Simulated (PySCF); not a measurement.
Zn(Me)(OH) (CH4OZn), SMILES [CH3][Zn][OH].

Coordinates come from a r2SCAN-D4/def2-TZVP optimisation. A frequency run showed that this geometry is not a minimum. The isomer is the one that the SMILES or the coordinates give; other isomers of the formula were not compared. The values are those of a single conformer.

Method: TDDFT-B3LYP/def2-SVPD (PySCF).

Vertical excitations. Isolated molecule, no solvent.

### Question
Give excitation energies, oscillator strengths and character. (An estimate is asked for; the answer gives what the named calculation found.)

### Answer

```
state  energy (eV)  λ (nm)      f                                             main pairs
-----  -----------  ------  -----  -----------------------------------------------------
S1            5.87     211  0.031                                         HOMO→LUMO 98 %
S2            6.45     192  0.123                     HOMO−1→LUMO 74 %, HOMO→LUMO+2 19 %
S3            6.63     187  0.003                                       HOMO→LUMO+1 98 %
S4            6.92     179  0.052                                     HOMO−1→LUMO+1 93 %
S5            6.99     177  0.013                                     HOMO−1→LUMO+2 97 %
S6            7.11     174  0.176   HOMO−2→LUMO 47 %, HOMO→LUMO+2 31 %, HOMO−1→LUMO 18 %
S7            7.32     169  0.016  HOMO→LUMO+2 41 %, HOMO−2→LUMO 38 %, HOMO−2→LUMO+1 8 %
S8            7.64     162  0.014                                       HOMO→LUMO+3 94 %
S9            7.92     157  0.005                                     HOMO−1→LUMO+3 90 %
S10           8.02     155  0.146                                     HOMO−2→LUMO+1 83 %
T1            5.53     224      0                                         HOMO→LUMO 96 %
T2            5.69     218      0                                       HOMO−1→LUMO 96 %
T3            6.36     195      0                     HOMO→LUMO+2 67 %, HOMO−2→LUMO 25 %
T4            6.52     190      0                                       HOMO→LUMO+1 96 %
```
Triplets are in the Tamm–Dancoff approximation, which puts them higher than full response would, so one can lie above its singlet here.
